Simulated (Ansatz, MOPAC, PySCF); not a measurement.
Donor–acceptor adduct: BH3 (SMILES B) (first 4 atoms) with C3H9N (SMILES CN(C)C); geometry from B3LYP-D3(BJ)/def2-TZVP, rigid monomers moved along the line of their centres of mass till B1···N6 is 2.31 Å.
(charge 0, multiplicity 1):
```xyz
17

B     -0.38676     0.02679     1.27119
H      0.48750     0.64584     0.70918
H     -0.41461    -1.14254     0.96246
H     -1.46898     0.56276     1.20110
C      1.49751    -0.57851     3.69829
N      0.17456     0.06063     3.50939
C      0.23315     1.46243     3.98462
C     -0.84524    -0.68021     4.28752
H      1.77755    -0.57101     4.75427
H      2.23405    -0.03383     3.11368
H      1.44544    -1.60099     3.33392
H      0.49869     1.49534     5.04386
H     -0.73862     1.92353     3.82966
H      0.97437     1.99837     3.39784
H     -0.59375    -0.67251     5.35066
H     -1.81243    -0.21042     4.13006
H     -0.88720    -1.70275     3.92201
```

```csv
level,interaction energy (kJ/mol),cost
AM1,-34.7,-
PM3,-106.6,-
HF/STO-3G (no counterpoise),-120.5,-
HF/6-31G* (no counterpoise),-96.6,-
HF/aug-cc-pVDZ,-88.0,-
PBE/def2-TZVPPD,-123.5,×1
PBE-D3(BJ)/def2-TZVPPD,-132.4,×1
BP86/6-31G* (no counterpoise),-126.2,-
r2SCAN-D3(BJ)/def2-TZVPPD,-130.6,×1
r2SCAN-D4/def2-TZVPPD,-130.2,×1
B3LYP/6-31G* (no counterpoise),-117.9,-
B3LYP-D3(BJ)/def2-TZVPPD,-122.9,×2
B3LYP-D4/def2-TZVPPD,-122.6,×2
MP2/aug-cc-pVDZ,-120.8,×1
```

The rows run from -132.4 (PBE-D3(BJ)/def2-TZVPPD) to -34.7 kJ/mol (AM1). The dispersion term adds -9.0 in PBE-D3(BJ).

Monomers are frozen at their geometry in the pair; levels with a basis set take the counterpoise correction. Rows marked so take none.

Cores are frozen in the correlated methods. Rows in 6-31G*, STO-3G carry no dispersion term and start afresh at each structure (6-31G* with six Cartesian d functions). The state that AM1, PM3 reach isn't checked.

Codes used: Ansatz (Gaussian orbitals); MOPAC for AM1, PM3 (differences of heats of formation); PySCF for 6-31G* rows, STO-3G rows, the dispersion terms. 

Costs are rough ratios of core time to PBE/def2-TZVPPD (about 24 s over the structures, on one shared machine); a dash marks a level with no comparable run of its own.

Ansatz is a program for electronic structure.
